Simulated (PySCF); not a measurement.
Si(Me)(OH)(SiH3)2, SMILES [Si]([SiH3])([SiH3])(C)O (CH₁₀OSi₃), singlet (GFN2-xTB optimised geometry):

```
15

C      1.862     1.029    -1.682
Si     1.213     0.405     0.000
O      1.753    -1.152    -0.029
Si    -1.115     0.405     0.000
Si     2.273     1.548     1.731
H      1.595     2.071    -1.840
H      1.449     0.453    -2.505
H      2.944     0.952    -1.743
H      1.601    -1.769     0.680
H     -1.652     1.769     0.000
H     -1.655    -0.246     1.203
H     -1.753    -0.287    -1.126
H      1.870     2.957     1.769
H      1.921     0.985     3.043
H      3.740     1.542     1.694
```

Computed with PySCF with B3LYP/def2-TZVP.

What are the frontier orbital energies and the dipole moment?

HOMO-2 -9.43 eV, HOMO-1 -8.02 eV, HOMO -7.32 eV, LUMO -0.86 eV, LUMO+1 -0.57 eV; dipole moment 0.50 D.

Meta-Löwdin charges at B3LYP/def2-TZVP: C1 -0.58, Si2 0.73, O3 -0.76, Si4 0.20, Si5 0.20, H6 0.12, H7 0.13, H8 0.13, H9 0.35, H10 -0.09, H11 -0.09, H12 -0.08, H13 -0.09, H14 -0.09, H15 -0.08.
